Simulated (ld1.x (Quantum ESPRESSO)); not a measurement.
Which change was made? (Ba, TM)

ld1.x (Quantum ESPRESSO) 7.5 input, shortened:

```
&input
   title='Ba', zed=56., rel=0, dft='PBE', iswitch=3,
   config='[Xe] 5d0 6s2 6p0'
 /
 &inputp
   pseudotype=2, tm=.true., lloc=2,
   nlcc=.false.
 /
3
5S  1  0   2.00   0.00  2.95  2.95  0.0
5P  2  1   6.00   0.00  2.50  2.50  0.0
5D  3  2   0.00   0.00  3.95  3.95  0.0
 &test
   configts(1)='5s2 5p6 5d0 6s2 6p0'
 /
```

Occupied shells without a wave of their own: 6s. They enter only through the test configuration that unscreens the potential.

Cutoffs, loose and tight: the cutoffs (Ry, on a coarse ladder) from which the occupation-weighted sum of valence levels, in a spherical-Bessel basis at the reference potential, stays within 10 and 1 mRy of its value at 400 Ry. They do not see the model core or the augmentation charge, which bear on the density cutoff. Test errors are all-electron minus pseudo excitation energies from the reference, over the configurations 5s2 5p6 5d0 6s1 6p0; 5s2 5p6 5d0 6s0 6p0; 5s2 5p6 5d0 6s1.5 6p0; 5s2 5p6 5d1 6s0 6p0; 5s2 5p6 5d1 6s1 6p0; 5s2 5p5 5d0 6s2 6p0; 5s1 5p6 5d0 6s2 6p0; variants that change the core or the reference have their own tests.

The base gives: outcome: generated; cutoff, loose: 18 Ry; cutoff, tight: 30 Ry; bound ghosts: none; largest test error (meV): +431.

(1) After one change the result is: outcome: generated, misses its reference levels by 0.17 eV; cutoff, loose: 35 Ry; cutoff, tight: 50 Ry; bound ghosts: none; largest test error (meV): +634. Which change was it?
A. all radii scaled by about 0.77 (s 2.26, p 1.92, d 3.04 bohr)
B. all radii scaled by about 0.96 (s 2.84, p 2.40, d 3.80 bohr)
C. all radii scaled by about 1.20 (s 3.54, p 3.00, d 4.74 bohr)

Results:

(1) A. The others give: all radii scaled by about 0.96 (s 2.84, p 2.40, d 3.80 bohr) → outcome: generated; cutoff, loose: 21 Ry; cutoff, tight: 35 Ry; bound ghosts: none; largest test error (meV): +425 | all radii scaled by about 1.20 (s 3.54, p 3.00, d 4.74 bohr) → outcome: failed: run_pseudo: Errors in PS-KS equation.
